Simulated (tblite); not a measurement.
Species: C4H5N2O (doublet state).
Z-matrix (Å and degrees, GFN2-xTB geometry), rows numbered from 1:
```
O 
C   1  1.3028
C   2  1.4946  1  119.97
N   3  1.2787  2  127.63  1    -0.49
C   4  1.4309  3  106.66  2  -179.61
C   5  1.4985  4  102.56  3    -0.00
N   6  1.2771  5  110.72  4    -0.05
H   2  1.1236  1  111.15  3   126.07
H   2  1.1239  1  111.10  3  -125.65
H   5  1.0928  4  110.29  3  -120.70
H   5  1.0929  4  110.21  3   120.91
H   6  1.0741  5  126.18  4  -179.99
```

Computed with GFN2-xTB (tblite): harmonic, unscaled wavenumbers at the GFN2-xTB geometry, gas phase. The method is semi-empirical: single wavenumbers can be off by several per cent or more. One conformer, not necessarily the lowest. Open shells enter through the occupations alone, without spin polarisation, and single modes of such species can be off by tens of per cent.

Harmonic wavenumbers (cm⁻¹): 38.3, 183.9, 211.6, 367.1, 455.8, 516.5, 669.4, 681.8, 739.3, 861.7, 903.0, 934.7, 965.5, 1020.5, 1054.7, 1063.3, 1125.5, 1154.1, 1187.2, 1206.6, 1258.4, 1342.4, 1347.9, 1560.1, 1632.0, 2521.6, 2624.3, 2945.6, 2970.8, 3143.2.

A = 7675, B = 2005, C = 1621 MHz; mass 97.040 u (most abundant isotopes); point group Cs, symmetry number 1; spin multiplicity 2.

Task: What is the zero-point energy?

Result: Half the sum of the wavenumbers: 18343 cm⁻¹ = 219.44 kJ/mol.

Task: Entropy at 200 K, 1 bar (ideal gas, RRHO, classical rotation)?

Result: Translation 157.62, rotation 107.81, vibration 37.46, spin (R ln 2) 5.76: S = 308.6 J/(mol K).

Task: And Cp and H(200 K) − H(0)?

Result: Cp = 74.74 J/(mol K), of which vibrations give 41.49 (their classical limit is 30 R = 249.4); H(200 K) − H(0) = 10.57 kJ/mol without the zero-point energy, 3.92 from vibrations.

Task: What must be added to the electronic energy to get the Gibbs energy at 200 K and 1 bar?

Result: ZPE + [H(200 K) − H(0)] − T·S = 219.44 + 10.57 − 61.73 = 168.28 kJ/mol.

Task: How do the functions run with temperature in this model?

Result: 
```csv
T (K),S (J/(mol K)),Cp (J/(mol K)),H − H(0) (kJ/mol),G − H(0) (kJ/mol),ln q(vib)
50,233.4,42.7,1.91,-9.76,0.41
100,265.9,52.3,4.28,-22.31,0.99
298.15,343.6,102.8,19.26,-83.19,3.34
373.15,369.1,124.6,27.80,-109.92,4.32
500,410.1,156.1,45.69,-159.36,6.05
750,482.0,197.7,90.37,-271.13,9.58
1000,542.6,222.9,143.19,-399.42,12.98
```

q(vib) and H(0) count from the zero-point level.

Task: Blend soft modes into free rotors: weight 1/[1 + (100 cm⁻¹/ν̃)⁴] for the oscillator and the rest for a rotor with moment μB/(μ + B), μ = h/(8π²ν), B = 10⁻⁴⁴ kg m². What vibrational entropy results?

Result: 32.97 J/(mol K) in place of 37.46, which changes −T·S at 200 K by +0.90 kJ/mol.

Hindered rotation and anharmonicity are outside this model. Other conformers, if any are populated, would add a mixing term that is left out.
